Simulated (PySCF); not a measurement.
# How methods differ on the ionisation energy of Au⁶⁸⁺

Au⁶⁸⁺ [Ne] 3s1 (2S) → Au⁶⁹⁺ [Ne] (1S), as a difference of total energies. Calculation: PySCF 2.14, in an uncontracted even-tempered set (17 s from 21 bohr⁻², ratio 2.5; 12 p from 27 bohr⁻², ratio 2.5; 4 d from 98 bohr⁻², ratio 2.7; 4 f from 150 bohr⁻², ratio 2.7); scalar relativity by spin-free X2C-1e. Correlated levels: outer shells: 1s2 frozen; virtual orbitals above 40 to 60 times the deepest correlated orbital energy dropped. The calculations carry no spin-orbit coupling.

| method | ionisation energy (eV) |
| --- | --- |
| UHF | 8361.5 |
| MP2 (outer shells) | 8362.3 |
| SCS-MP2 (outer shells) | 8362.2 |
| CCSD (outer shells) | 8362.3 |
| CCSD(T) (outer shells) | 8362.3 |

Breit and QED terms and the two-electron picture change are absent.

For comparison: 8360 ± 50 eV (theoretical estimate listed by NIST; NIST Atomic Spectra Database, ionization energies).
